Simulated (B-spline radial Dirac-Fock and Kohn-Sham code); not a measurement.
Compton profile of P⁸⁺

System: phosphorus as P⁸⁺, configuration [He] 2s2 2p3.

Input file task.json (cfg lists n, l and occupation; rrms is the nuclear radius in fm):

```json
{"items": [{
  "Z": 15,
  "q": 8,
  "cfg": [[1, 0, 2], [2, 0, 2], [2, 1, 3]],
  "A": 31,
  "rrms": 3.1889,
  "do": ["scatter"],
  "s": [0.0, 0.05, 0.1, 0.15, 0.2, 0.25, 0.3, 0.35, 0.4, 0.45, 0.5, 0.6, 0.7, 0.8, 0.9, 1.0, 1.1, 1.2, 1.4, 1.6, 1.8, 2.0, 2.5, 3.0, 3.5, 4.0, 5.0, 6.0],
  "pz": [0, 0.1, 0.2, 0.3, 0.4, 0.5, 0.6, 0.8, 1.0, 1.2, 1.4, 1.6, 1.8, 2.0, 2.5, 3.0, 4.0, 5.0, 7.0, 10.0, 15.0, 20.0, 30.0, 40.0, 60.0, 100.0],
  "hv_scatter": [1000, 8047.8, 10000, 30000, 50000, 100000, 500000, 1000000]
}]}
```

Launch: `python xray_run.py task.json out`

These are calculated numbers from a radial B-spline solver; the model is the impulse approximation on configuration-average Dirac-Fock orbitals. pz is in atomic units of momentum; subshell profiles are per electron, for a selection of subshells; open shells are spread over both j values by their weights.

```
 pz    J total   J 1s1/2   J 2s1/2   J 2p1/2   J 2p3/2
  0     0.9165    0.0585     0.225     0.116     0.117
0.2     0.9128    0.0585     0.223     0.116     0.117
0.3     0.9083    0.0584     0.221     0.116     0.117
0.4     0.9020    0.0584     0.218     0.116     0.117
0.5     0.8939    0.0583     0.214     0.116     0.116
0.6     0.8843    0.0582     0.209     0.116     0.116
0.8     0.8603    0.0580     0.198     0.116     0.116
  1     0.8309    0.0577     0.185     0.115     0.116
1.2     0.7969    0.0573     0.169     0.114     0.115
1.4     0.7592    0.0569     0.153     0.113     0.113
1.6     0.7189    0.0564     0.137     0.111     0.111
1.8     0.6770    0.0558     0.120     0.108     0.108
  2     0.6343    0.0552     0.104     0.105     0.105
2.5     0.5297    0.0535    0.0693    0.0946    0.0948
  3     0.4350    0.0514    0.0430    0.0820    0.0820
  4     0.2898    0.0467    0.0148    0.0556    0.0555
  5     0.1985    0.0415   0.00620    0.0345    0.0343
  7     0.1064    0.0310   0.00458    0.0118    0.0117
 10    0.05017    0.0181   0.00335   0.00242   0.00238
 15    0.01628   0.00669   0.00108  0.000248  0.000240
 20   0.005771   0.00249  0.000340  3.91e-05  3.74e-05
 30  0.0009732  0.000435  4.84e-05  2.38e-06  2.20e-06
 40  0.0002319  0.000105  1.06e-05    < 1e-6    < 1e-6
 60  2.666e-05  1.22e-05  1.14e-06    < 1e-6    < 1e-6
```

J(0) = 0.9165. The 2s1/2 subshell gives the largest part, 49 %.

Mean momentum ⟨p⟩ by subshell (a.u.): 1s1/2 12.4, 2s1/2 4.02, 2p1/2 5.40, 2p3/2 5.38.
